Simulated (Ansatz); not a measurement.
Name a neutral molecule of C, N and H with HOMO–LUMO gap (B3LYP/def2-TZVPP) between 8.80 and 9.10 eV and HOMO energy (PBE/def2-TZVPP) between -8.75 and -8.45 eV (Ansatz, PBE0-D4/def2-TZVP geometry).

`CC(C)(C#N)C#N` (8.91 eV, -8.47 eV). Other molecules can fit too; these were computed, each in one conformer that needn't be the lowest.

B3LYP here is the variant with VWN-RPA as its local correlation; programs differ in this.
